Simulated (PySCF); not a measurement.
Two species compared at the same levels of theory.

First species: NbSe(SMe)3, C3H9NbS3Se (singlet state).
Cartesian coordinates in Å at the PBE0-D3(BJ)/def2-SVP level; atoms count from 1:
```xyz
17
C3H9NbS3Se angstrom
Nb     0.075   -0.049   -0.366
Se     0.144   -0.098    1.908
S      2.171   -0.547   -1.272
C      2.986   -1.719   -0.133
H      3.136   -1.246    0.846
H      3.956   -1.981   -0.577
H      2.381   -2.627   -0.019
S     -0.654    2.051   -1.077
C     -0.145    3.310    0.141
H     -0.630    3.110    1.106
H     -0.468    4.285   -0.248
H      0.945    3.308    0.265
S     -1.471   -1.617   -1.143
C     -2.896   -1.549   -0.005
H     -2.588   -1.847    1.005
H     -3.651   -2.248   -0.391
H     -3.319   -0.536    0.018
```

Second species: C4H12AlF2NO.
SMILES: `C[N+](C)([AlH3-])COC(F)F`

Levels: PBE0/def2-SVPD for HOMO energy, LUMO energy, HOMO–LUMO gap and static isotropic polarisability; TDDFT PBE0/def2-SVPD for lowest singlet excitation; TDA PBE0/def2-SVPD for lowest triplet excitation (Tamm–Dancoff). Geometries: PBE0-D3(BJ)/def2-SVP. Each species is one conformer at its optimised geometry, gas phase (atoms past krypton carry core potentials, spin–orbit coupling is left out); the electronic structure was computed with PySCF and density fitting.

Dipoles, sizes and rotational constants follow the conformer. The torsions of the flexible species, by atom-mapped SMILES:
- `[CH3:1][N+:2]([CH3:3])([AlH3-:4])[CH2:5][O:6][CH:7]([F:8])[F:9]`: C1–N2–C5–O6 -61°, N2–C5–O6–C7 174°, C5–O6–C7–F8 -173°

```csv
property,column X,column Y
HOMO energy,-7.62 eV,-7.10 eV
LUMO energy,0.09 eV,-2.71 eV
HOMO–LUMO gap,7.71 eV,4.39 eV
lowest singlet excitation,6.58 eV,3.08 eV
lowest triplet excitation (Tamm–Dancoff),6.10 eV,2.62 eV
static isotropic polarisability,97.0 au,185.3 au
```

(1) Which column belongs to which species?

(2) How does each property change from the first species to the second?

## Answers

(1) Column X is the second species and column Y the first. The first has 17 atoms and 150 electrons, the second 21 and 82.

(2) HOMO energy -0.52 eV; LUMO energy +2.80 eV; HOMO–LUMO gap +3.32 eV; lowest singlet excitation +3.50 eV; lowest triplet excitation (Tamm–Dancoff) +3.48 eV; static isotropic polarisability -88.3 au.

On the first: The 10 singlets span 3.08 to 3.99 eV, and their oscillator strengths add up to 0.09. S1 lies 1.31 eV below the HOMO–LUMO gap; its leading configuration is HOMO−1→LUMO, weight 0.46, beside HOMO→LUMO, weight 0.37. Atoms past krypton carry effective core potentials; spin–orbit coupling is left out.

On the second: The vertical singlet–triplet gap S1 − T1 is 0.48 eV (TDDFT singlet less Tamm–Dancoff triplet; S1: HOMO→LUMO, weight 0.73; T1: HOMO→LUMO, weight 0.52, beside HOMO→LUMO+1, weight 0.40). The principal polarisabilities are 90.4, 92.4 and 108.1 au; their mean is the isotropic value.
